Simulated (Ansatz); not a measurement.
Mulliken charges of CH4CdOS, SMILES `C[S][Cd][OH]` from B3LYP/def2-TZVPP in Ansatz (PBE0-D4/def2-TZVP geometry).

| atom | x (Å) | y (Å) | z (Å) | charge (e) |
| --- | --- | --- | --- | --- |
| C1 | -0.023 | 1.711 | -0.387 | -0.273 |
| S2 | 1.255 | 0.752 | 0.487 | -0.334 |
| Cd3 | 0.322 | -1.366 | 0.614 | 0.677 |
| O4 | -0.496 | -3.144 | 0.839 | -0.610 |
| H5 | 0.369 | 2.726 | -0.472 | 0.122 |
| H6 | -0.205 | 1.329 | -1.390 | 0.118 |
| H7 | -0.957 | 1.749 | 0.171 | 0.119 |
| H8 | -0.265 | -3.757 | 0.138 | 0.180 |

Task: By hand: the dipole of these point charges (1 e Å = 4.8032 D).

Result: Σ q r = (-0.033, 0.296, -0.330) e Å, of length 0.445 e Å = 2.14 D.

Task: How does the dipole of the full density compare? (An estimate is asked.)

Result: Computed: (-0.050, 0.141, -0.376) e Å, 1.94 D; the point charges give 1.10 times that, at 21° from its direction.

Point charges leave out the atoms' own dipoles, such as those of lone pairs, and Mulliken's split depends on the basis, so the two needn't agree.

B3LYP here is the variant with VWN-RPA as its local correlation; programs differ in this.
